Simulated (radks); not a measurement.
Ionisation of neutral fluorine, [He] 2s2 2p5, to [He] 2s2 2p4 as the strength of local exchange is varied. Calculated with a radial shooting solver on a logarithmic mesh with Libxc functionals: scalar-relativistic Kohn-Sham, Slater X-alpha exchange (alpha = 2/3 is LDA exchange), no correlation, spin-polarised, spherical densities, finite nucleus; open shells are filled with parallel spins first; Fermi nuclear charge, rms radius 2.8976 fm.

alpha  E(F) (hartree)  exchange (hartree)  IE (eV)  -e of the level emptied (eV)  <r> of it (bohr)
0.667       -98.57049            -8.98629   16.253                    8.864 (2p)             1.144
0.689       -98.86731            -9.30783   16.588                    9.167 (2p)             1.137
0.736       -99.50411           -10.00006   17.317                    9.828 (2p)             1.123
0.846      -101.00877           -11.64825   19.086                   11.451 (2p)             1.091
0.85       -101.06386           -11.70892   19.152                   11.512 (2p)             1.090
1.001      -103.16277           -14.03715   21.725                   13.914 (2p)             1.051
1.006      -103.23291           -14.11550   21.813                   13.997 (2p)             1.050

NIST Atomic Spectra Database: 17.423 eV (measured). The Delta-SCF value meets it near alpha = 0.74. Open shells are spherical and high-spin; term and fine-structure splittings are not resolved.
